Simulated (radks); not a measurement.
Task: All-electron atom: K+ in [Ar]. All-electron calculation, Dirac Kohn-Sham, PBE, spin-unpolarised, spherical densities, point nucleus. Program: a radial shooting solver on a logarithmic mesh with Libxc functionals. Some entries of the table are withheld. Estimate them.

| orbital | occ. | eigenvalue (hartree) | <r> (bohr) |
|---|---|---|---|
| 1s1/2 | 2 | -129.6506 | 0.08105 |
| 2s1/2 | 2 | (1) | (2) |
| 2p1/2 | 2 | (3) | 0.3489 |
| 2p3/2 | 4 | (4) | 0.3513 |
| 3s1/2 | 2 | -1.52321 | 1.267 |
| 3p1/2 | 2 | -0.92098 | (5) |
| 3p3/2 | 4 | -0.91111 | (6) |

Result: 
(1) 2s1/2 eigenvalue (hartree): -13.21178
(2) 2s1/2 <r> (bohr): 0.3875
(3) 2p1/2 eigenvalue (hartree): -10.58940
(4) 2p3/2 eigenvalue (hartree): -10.48311
(5) 3p1/2 <r> (bohr): 1.421
(6) 3p3/2 <r> (bohr): 1.429
